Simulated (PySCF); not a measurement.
**M06-L on Mn (manganese, neutral)**

Configuration: [Ar] 3d5 4s2, high-spin 6S determinant. Computed with PySCF 2.14 in cc-pVTZ-DK, with the spin-free X2C one-electron Hamiltonian (Gaussian nucleus).

```json
{"Total energy": "-1158.490 hartree", "One-electron energy": "-1595.153 hartree", "Hartree (Coulomb) energy": "489.218 hartree", "Exchange-correlation energy": "-52.555 hartree", "⟨S²⟩": "8.7596", "⟨L²⟩": "0.000", "Sum of ⟨r⟩": "21.44 bohr", "Sum of ⟨r²⟩": "39.82 bohr²", "Langevin diamagnetic susceptibility": "-31.5 ×10⁻⁶ cm³/mol", "Time after the integrals": "2.7 s of wall time on 1 thread of Neoverse-V2 (shared host)"}
```

| shell | electrons | mean orbital energy (eV) | rms radius, mean of both spins (bohr) |
| --- | --- | --- | --- |
| 1s α | 1 | -6443.4 | 0.0704 |
| 1s β | 1 | -6443.4 | 0.0704 |
| 2s α | 1 | -753.59 | 0.302 |
| 2s β | 1 | -750.71 | 0.302 |
| 2p α | 3 | -635.58 | 0.274 |
| 2p β | 3 | -633.44 | 0.274 |
| 3s α | 1 | -91.573 | 0.914 |
| 3s β | 1 | -84.463 | 0.914 |
| 3p α | 3 | -58.497 | 0.986 |
| 3p β | 3 | -51.548 | 0.986 |
| 3d α | 5 | -8.294 | 1.36 |
| 4s α | 1 | -5.427 | 3.35 |
| 4s β | 1 | -4.490 | 3.35 |

Densities and radii are taken from the X2C orbitals without a picture-change correction, which distorts them close to the nucleus.
